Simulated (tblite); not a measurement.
Species: C6H6OP (charge -1).
Atom-mapped SMILES: `[CH2:1]=[CH:2][P-:3][c:4]1[cH:5][cH:6][cH:7][o:8]1` (hydrogens: H9, H10 on C1; H11 on C2; H12 on C5; H13 on C6; H14 on C7)

Cartesian coordinates in Å at the GFN2-xTB level; atoms count from 1:
```xyz
14
C6H6OP angstrom
C     -3.4054   -0.3003    0.0731
C     -2.0693   -0.2248    0.1404
P     -1.0526    0.8704   -0.8188
C      0.5417    0.4085   -0.2013
C      1.7672    0.9315   -0.5796
C      2.7446    0.2598    0.1773
C      2.0791   -0.6252    0.9675
O      0.7395   -0.5450    0.7471
H     -3.9777    0.3234   -0.5948
H     -3.9662   -0.9925    0.6872
H     -1.5396   -0.8742    0.8283
H      1.9200    1.7002   -1.3111
H      3.8099    0.4085    0.1445
H      2.4079   -1.3408    1.6983
```

Computed values, GFN2-xTB/tblite, gas phase, harmonic and unscaled. Errors from tens to a few hundred cm⁻¹ against measured bands are possible. One conformer, not necessarily the lowest.

Harmonic wavenumbers (cm⁻¹): 59.6, 102.0, 135.8, 217.3, 290.2, 338.4, 503.2, 523.5, 552.1, 599.0, 648.8, 732.2, 745.8, 753.3, 825.4, 847.1, 891.8, 958.6, 1017.8, 1030.0, 1085.1, 1109.3, 1163.5, 1193.5, 1263.5, 1371.4, 1396.4, 1424.5, 1536.3, 1586.4, 3006.4, 3026.7, 3081.9, 3101.0, 3124.7, 3155.8.

A = 5178, B = 1053, C = 874.8 MHz; mass 125.016 u (most abundant isotopes); point group Cs, symmetry number 1.

**Question.** Zero-point energy?

**Answer.** ½Σν̃ = 21699 cm⁻¹ = 62.04 kcal/mol.

**Question.** What is S at 400 K and 1 bar for an ideal gas of classical rigid rotors and harmonic oscillators?

**Answer.** Translation 41.87, rotation 29.48, vibration 27.88: S = 99.2 cal/(mol K).

**Question.** And Cp and H(400 K) − H(0)?

**Answer.** Cp = 39.14 cal/(mol K), of which vibrations give 31.19 (their classical limit is 36 R = 71.5); H(400 K) − H(0) = 9.22 kcal/mol without the zero-point energy, 6.04 from vibrations.

**Question.** What must be added to the electronic energy to get the Gibbs energy at 400 K and 1 bar?

**Answer.** ZPE + [H(400 K) − H(0)] − T·S = 62.04 + 9.22 − 39.69 = 31.57 kcal/mol.

**Question.** Which modes carry the vibrational entropy at 400 K?

**Answer.** 59.6 cm⁻¹: 5.05; 102.0 cm⁻¹: 3.99; 135.8 cm⁻¹: 3.43; 217.3 cm⁻¹: 2.53; 290.2 cm⁻¹: 1.99; 338.4 cm⁻¹: 1.71 cal/(mol K); the other 30 give 9.18 together.

Hindered rotation and anharmonicity are outside this model. Other conformers, if any are populated, would add a mixing term that is left out.

Hardware: Arm Neoverse V1, one thread, no GPU, shared host. The figure is for the frequency step alone.
